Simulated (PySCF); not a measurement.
Level of theory: PBE-D3(BJ)/def2-TZVP // r2SCAN-D4/def2-TZVP (PySCF). Isolated molecules, 0 K electronic values unless said otherwise. Excitations are Tamm–Dancoff values on a coarser integration grid. The basis has no diffuse functions, so Rydberg states are missing or too high.

Reference species (SMILES): `[SiH3]B(I)I` (neutral, multiplicity 1).

The dipole moment comes out as 0.13 D and the HOMO–LUMO gap comes out as 2.97 eV. The LUMO comes out as -3.50 eV. The brightest of the four lowest singlets (TDA) is 4.12 eV.

Changed species: `[SiH3]B([SiH3])I` (1 of 3 SiH3 replaced by I; the reference has 2 of 3 SiH3 replaced by I).

Q: Predict the effect on the dipole moment, HOMO–LUMO gap, LUMO and brightest of the four lowest singlets (TDA).

A: the dipole moment rises by 0.10 D, to 0.23 D; the HOMO–LUMO gap falls by 0.61 eV, to 2.36 eV; the LUMO falls by 0.25 eV, to -3.75 eV; the brightest of the four lowest singlets (TDA) increases by 0.35 eV, to 4.47 eV.
